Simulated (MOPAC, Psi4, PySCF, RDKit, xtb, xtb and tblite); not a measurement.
Torsional profile of SMILES O[SiH2]CC(C)C. Scanned: dihedral C1–C2–C4–Si5; all other coordinates were relaxed at GFN2-xTB.

Geometry of the scan point at -60° (Å):
```
18

C     -1.2230    -1.1807     0.5595
C     -0.8830    -0.0995    -0.4617
C     -1.9475     0.9934    -0.4489
C      0.5162     0.4721    -0.2310
Si     0.8558     1.2942     1.4442
O      2.3670     1.8684     1.2318
H     -0.4498    -1.9454     0.5803
H     -1.3069    -0.7491     1.5537
H     -2.1694    -1.6568     0.3099
H     -0.8925    -0.5636    -1.4578
H     -2.9168     0.5833    -0.7263
H     -1.6954     1.7824    -1.1539
H     -2.0312     1.4308     0.5423
H      1.2437    -0.3321    -0.3658
H      0.7273     1.2004    -1.0175
H      0.8472     0.3515     2.5689
H     -0.0441     2.4089     1.7611
H      2.8228     2.3340     1.9262
```

- GFN2-xTB (xtb and tblite)
- MMFF94 // GFN2-xTB (RDKit)
- PBE/def2-SVP // GFN2-xTB (Psi4)
- PBE-D3(BJ)/def2-SVP // GFN2-xTB (Psi4)
- UFF // GFN2-xTB (RDKit)
- PM7, restricted, heats of formation // GFN2-xTB (MOPAC)
- PM3, restricted, heats of formation // GFN2-xTB (MOPAC)
- GFN1-xTB // GFN2-xTB (xtb)
- RKS-B3LYP/6-31G* = restricted B3LYP/6-31G*, spherical d, density fitting // GFN2-xTB (PySCF 2.14.0)
- RKS-LDA (SVWN5)/6-31G* = restricted LDA (SVWN5)/6-31G*, spherical d, density fitting // GFN2-xTB (PySCF 2.14.0)
- RHF/3-21G = restricted Hartree-Fock/3-21G // GFN2-xTB (PySCF)
- RHF/STO-3G = restricted Hartree-Fock/STO-3G // GFN2-xTB (PySCF)

Least-squares fit of E(φ) = a0 + Σ (a_n cos nφ + b_n sin nφ), n = 1 to 4, to the 18 scan points, in kJ/mol above the lowest point of each profile (levels whose profile four harmonics don't fit are not listed):

```
method                     a0    a1     b1    a2    b2     a3     b3     a4     b4  rms of fit
----------------------  -----  ----  -----  ----  ----  -----  -----  -----  -----  ----------
GFN2-xTB                 6.46  0.89  -1.59  1.03  1.52   6.56  -0.50  -0.04  -0.05        0.41
MMFF94                  16.19  5.43  -9.68  4.94  7.14   9.86  -1.17  -0.45   0.08        0.64
PBE/def2-SVP             7.37  1.52  -2.87  0.92  1.22   6.54  -0.92   0.00  -0.12        0.54
PBE-D3(BJ)/def2-SVP      7.18  1.14  -2.17  0.90  1.21   6.76  -0.90   0.01  -0.12        0.59
UFF                     16.47  4.77  -8.52  4.35  6.19  12.89  -1.60  -0.46   0.18        0.40
PM7                      8.79  3.71  -6.51  2.30  3.13   3.10  -0.23  -0.31  -0.09        0.40
PM3                      6.27  2.32  -4.20  1.17  1.70   4.60  -0.45  -0.10   0.06        0.36
GFN1-xTB                 3.72  0.14  -0.31  0.21  0.29   3.85  -0.30   0.11  -0.24        0.49
RKS-B3LYP/6-31G*         7.63  2.01  -3.69  1.09  1.50   6.58  -0.84  -0.03  -0.14        0.45
RKS-LDA (SVWN5)/6-31G*   7.22  0.91  -1.71  0.60  0.90   7.07  -0.68   0.01  -0.11        0.64
RHF/3-21G                9.42  2.11  -3.79  1.30  1.84   8.25  -0.65  -0.20   0.18        0.56
RHF/STO-3G               9.38  2.18  -3.96  1.13  1.46   7.97  -0.89  -0.14  -0.02        0.40
```

MMFF94 has few fitted parameters for silicon.
